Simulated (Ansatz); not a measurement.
Isolated molecules relaxed with PBE0-D4/def2-TZVP in Ansatz; ΔE leaves out vibrations. CCSD(T)/CBS is the MP2 limit (def2-TZVPP, def2-QZVPP) plus CCSD(T) − MP2 in def2-TZVPP, frozen cores. DFT in def2-TZVPP. For Ge, Mg outer-core shells are correlated without core-valence functions, which leaves a few kJ/mol of doubt a bond. Scalar relativity is left out up to krypton. One conformer a species, not always the lowest.

Consider the cleavage of the Si–Ge bond: `[SiH3][GeH3]` + `[OH][Mg][SH]` → `[SiH3][O][Mg][SH]` + GeH₄.

```tsv
species	CAM-B3LYP-D4 energy (Eh)
`[SiH3][GeH3]`	-2370.22460
`[OH][Mg][SH]`	-674.82515
`[SiH3][O][Mg][SH]`	-965.58275
GeH₄	-2079.50827
```

**Question.** Work out ΔE.

**Answer.** ΔE = (-965.58275) + (-2079.50827) − (-2370.22460) − (-674.82515) = -0.04127 Eh = -108.4 kJ/mol. CCSD(T)/CBS gives -104.8 kJ/mol.

Largest T1 diagnostic among the species: 0.012.

From PBE to PBE0 (25 % exact exchange), in def2-TZVPP and without D4, ΔE moves by −7.0 kJ/mol. Leaving LDA and LC-ωPBE aside and taking each functional with its dispersion term where it has one, the values, not all of them listed here, spread over 29.3 kJ/mol, from BHLYP-D4 to PBE-D4.
